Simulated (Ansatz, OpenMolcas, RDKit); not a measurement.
**CH3Cl3Si (methyltrichlorosilane): the HOMO–LUMO gap, rung by rung**

The species is CH3Cl3Si (8 atoms), meant as a singlet with charge 0. SMILES: `C[Si](Cl)(Cl)Cl`. Geometry: relaxed at PBE0-D4/def2-TZVP.

```xyz
8

C    -0.7289   -0.2796    0.6861
Si    0.5689    0.1979   -0.5287
Cl    2.3604   -0.6400   -0.0336
Cl    0.0659   -0.4295   -2.4022
Cl    0.8012    2.2230   -0.5738
H    -0.8445   -1.3652    0.7008
H    -0.4483    0.0611    1.6848
H    -1.6826    0.1752    0.4108
```

Quantity: the HOMO–LUMO gap, in eV. The values are calculated.

```
           level                    kind     program  value (eV)
 extended Hückel          semi-empirical       RDKit       17.04
      HF/cc-pVDZ            Hartree–Fock      Ansatz       16.90
   SVWN5/cc-pVDZ                     LDA      Ansatz        6.92
     PBE/cc-pVDZ                     GGA      Ansatz        7.05
   M06-L/cc-pVDZ                meta-GGA  OpenMolcas        7.83
    PBE0/cc-pVDZ           global hybrid      Ansatz        9.51
   wB97X/cc-pVDZ  range-separated hybrid      Ansatz       14.18
  B2PLYP/cc-pVDZ           double hybrid  OpenMolcas       12.22
PBE-QIDH/cc-pVDZ           double hybrid      Ansatz       13.92
```

The values span 6.92 to 17.04 eV. Orbital gaps aren't excitation energies, and those of double hybrids come from the SCF part alone; they tend to grow with the share of exact exchange.
